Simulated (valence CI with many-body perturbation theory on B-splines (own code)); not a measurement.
**Level structure of Te¹³⁺**

Calculated by relativistic CI+MBPT: three valence electrons over a frozen Dirac-Fock core [Kr], radial functions for each j: 9 s, 9 p, 10 d, 8 f, 5 g, 3 h, 1 i, with the one-electron correlation potential Σ1 (screened to all orders), the two-electron term Σ2, the three-electron term Σ3, Breit, model QED; selected single and double excitations, second order for the rest (own B-spline code, finite nucleus).

No measured spectrum was set against this ion. As an estimate, terms of the open shell hold to 2 to 4 % of their energy, and close levels can change places. Core correlation moves these levels by up to 3300 cm⁻¹, and in measured spectra 5 to 20 % of such shifts remained as error; rates that hang on mixing are uncertain with them. Only levels of the ground parity were solved; by the run's estimate the other parity begins above the list, which can be wrong where configurations are misplaced.

Levels 1 to 19 of 19, with energies above the lowest level, 4d3 4F_3/2. "Leading %" is the weight of the configuration and term that name the level; weights of strongly mixed levels are sums over their largest components and can fall short. In the jj column 3d3/2^4 stands for four electrons in 3d with j = 3/2.

```tsv
No.	Configuration	Term	J	E (eV)	Leading %	Leading jj	g	Second component
1	4d3	4F	3/2	0.000	88	4d3/2^3 (66 %)	0.453	10 % 4d3 2D
2	4d3	4F	5/2	1.022	96	4d3/2^2 4d5/2 (89 %)	1.034	
3	4d3	4F	7/2	1.947	91	4d3/2 4d5/2^2 (53 %)	1.208	8 % 4d3 2G
4	4d3	4F	9/2	2.660	71	4d3/2^2 4d5/2 (51 %)	1.257	24 % 4d3 2G
5	4d3	4P	3/2	3.131	55	4d3/2^2 4d5/2 (75 %)	1.457	30 % 4d3 2P
6	4d3	4P	1/2	3.499	78	4d3/2^2 4d5/2 (93 %)	2.229	22 % 4d3 2P
7	4d3	2G	7/2	4.472	88	4d3/2 4d5/2^2 (61 %)	0.925	9 % 4d3 4F
8	4d3	2H	9/2	4.611	58	4d3/2^2 4d5/2 (49 %)	1.043	22 % 4d3 4F
9	4d3	4P	5/2	4.840	93	4d3/2 4d5/2^2 (62 %)	1.570	6 % 4d3 2D
10	4d3	2D	3/2	5.552	48	4d3/2 4d5/2^2 (91 %)	1.165	36 % 4d3 4P
11	4d3	2P	1/2	5.920	78	4d3/2 4d5/2^2 (93 %)	1.105	22 % 4d3 4P
12	4d3	2H	11/2	6.268	100	4d3/2 4d5/2^2 (100 %)	1.090	
13	4d3	2D	5/2	6.874	92	4d3/2 4d5/2^2 (66 %)	1.207	
14	4d3	2G	9/2	6.995	56	4d5/2^3 (73 %)	1.051	37 % 4d3 2H
15	4d3	2P	3/2	7.998	58	4d5/2^3 (85 %)	1.184	31 % 4d3 2D
16	4d3	2F	5/2	8.307	90	4d3/2 4d5/2^2 (50 %)	0.893	9 % 4d3 2D
17	4d3	2F	7/2	8.337	96	4d3/2 4d5/2^2 (85 %)	1.134	
18	4d3	2D	3/2	12.640	99	4d3/2 4d5/2^2 (85 %)	0.802	
19	4d3	2D	5/2	12.741	88	4d5/2^3 (60 %)	1.178	8 % 4d3 2F
```

Names give the largest LS component (configuration and term), which can be under half, so a name can repeat, a term be missing and a line seem to break the LS rules; names also repeat where a configuration has a term twice.

The ionisation energy to 4d2 3F_2 of the next ion comes out as 300.15 eV (NIST: 299 ± 3 eV (theoretical)). All 19 levels together are meant to be complete up to 13.249 eV.
